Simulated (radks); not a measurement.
Task: All-electron atom: Dy2+ in [Kr] 4d10 4f10 5p6 5f2 (not the ground configuration). Calculated with a radial shooting solver on a logarithmic mesh with Libxc functionals: scalar-relativistic Kohn-Sham, exchange-only B88, spin-polarised, spherical densities, point nucleus; open shells are filled with parallel spins first (spin-orbit coupling, left out, can overturn this in heavy ions). Some entries of the table are withheld. Estimate them.

| orbital | occ. | eigenvalue (eV) | r(max) (bohr) |
|---|---|---|---|
| 1s down | 1 | -53701.92 | 0.01337 |
| 1s up | 1 | -53701.92 | 0.01337 |
| 2s up | 1 | -8968.853 | 0.07603 |
| 2s down | 1 | -8968.821 | 0.07603 |
| 2p up | 3 | -7961.419 | 0.06168 |
| 2p down | 3 | -7961.398 | 0.06168 |
| 3s up | 1 | -2020.463 | 0.2154 |
| 3s down | 1 | -2018.793 | 0.2154 |
| 3p up | 3 | -1711.264 | 0.2117 |
| 3p down | 3 | -1709.599 | 0.2116 |
| 3d up | 5 | -1313.668 | 0.1729 |
| 3d down | 5 | -1312.395 | 0.1728 |
| 4s up | 1 | -426.0138 | 0.4942 |
| 4s down | 1 | -422.2035 | 0.4941 |
| 4p up | 3 | (1) | 0.5162 |
| 4p down | 3 | (2) | 0.5161 |
| 4d up | 5 | -185.8956 | 0.5350 |
| 4d down | 5 | -182.1666 | 0.5349 |
| 5p up | 3 | -54.5397 | (3) |
| 5p down | 3 | -52.8352 | (4) |
| 4f up | 7 | -35.3754 | 0.5387 |
| 4f down | 3 | -31.9848 | 0.5402 |
| 5f up | 2 | -7.4308 | 4.217 |

Result: 
(1) 4p up eigenvalue (eV): -324.3346
(2) 4p down eigenvalue (eV): -320.5609
(3) 5p up r(max) (bohr): 1.288
(4) 5p down r(max) (bohr): 1.299
